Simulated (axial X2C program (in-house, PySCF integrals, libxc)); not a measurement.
**NGaN⁺: properties at the nuclei**

Computed with an axial X2C code built on PySCF integrals: two-component X2C with atomic mean-field Coulomb and Gaunt terms, Gaussian nuclei, basis N dyall-av3z, Ga dyall-v3z with contracted cores.

N–Ga–N held linear, with bonds 1.892 and 1.892 Å (near the PBE0 minimum at charge 1 of the determinant lowest at the starting distance; the state shown can have its own minimum elsewhere, held linear; other orders of the atoms were not compared).

Input and command:
```json
{"zs": [7, 31, 7], "q": 1, "bas": ["dyall-av3z", "dyall-v3z", "dyall-av3z"], "r0": [1.77, 1.77], "symm": 1, "scan": ["PBE0", "HF", "PBE"], "levels": ["PBE0", "HF", "r2SCAN"], "nst": 2}
```
```bash
python solin.py task.json out
```

Keys: zs atomic numbers; q charge; bas basis sets; r0 starting distance in Å; symm equal bonds; scan levels of the two-bond scan; levels methods; nst determinants followed.

Determinant lowest in the PBE0 search, Ω = 2 (⟨Sz⟩ = 2.00, ⟨Lz⟩ = 0.00 at PBE0), spin on the atoms N 0.97, Ga 0.05, N 0.97:

```tsv
level	A∥/gI N (MHz)	qzz N (a.u.)	A∥/gI Ga (MHz)	qzz Ga (a.u.)
PBE0	-54.1	-0.45	-157	-4.36
HF	-25.8	-0.36	-307	-5.40
r2SCAN	-37.5	-0.44	-173	-4.22
```

A∥ (defined per Ω) follows by multiplying with gI = μI/(I μN); qzz is the electric field gradient, eQq0 = 234.96 MHz × Q/barn × qzz. The operators were transformed with the bare-nucleus X2C matrices; with these basis sets, hyperfine constants and field gradients can be off by tens of per cent, and where levels differ in sign neither size nor sign is settled.

With Q(14N) = 0.02044 barn, gI(69Ga) = 1.3444, Q(69Ga) = 0.171 barn (g factors from the IAEA table of nuclear moments by Stone; Q from Pyykkö, Mol. Phys. 2018), turn the PBE0 values of the first state into constants in MHz.

eQq0(14N) = 234.96 × (0.02044) × (-0.45) = -2.16 MHz; A∥(69Ga) = -157 × 1.3444 = -211 MHz; eQq0(69Ga) = 234.96 × (0.171) × (-4.36) = -175 MHz.

The molecule was held linear; bending was not examined, so a bent shape may lie lower.

Each state is one determinant with collinear spin, which with several unpaired electrons need not be a pure state. Unrestricted Hartree–Fock can overshoot spin polarisation at the nuclei. This is the top spin component of a Σ state; components of lower Ω are not single determinants and can lie lower. With several open shells hyperfine constants can be off by a factor of several. Open-shell Ω = 0 determinants with evenly filled partner blocks cannot be reached by this program, so the Ω shown need not be the lowest component. The search compared states at one distance, so a state with another bond length can lie lower. Further determinants of the search, some of them spin-mixed, are not shown. Where a field gradient or hyperfine factor spreads by more than a factor of two over the levels, a constant derived from it is not to be relied on.
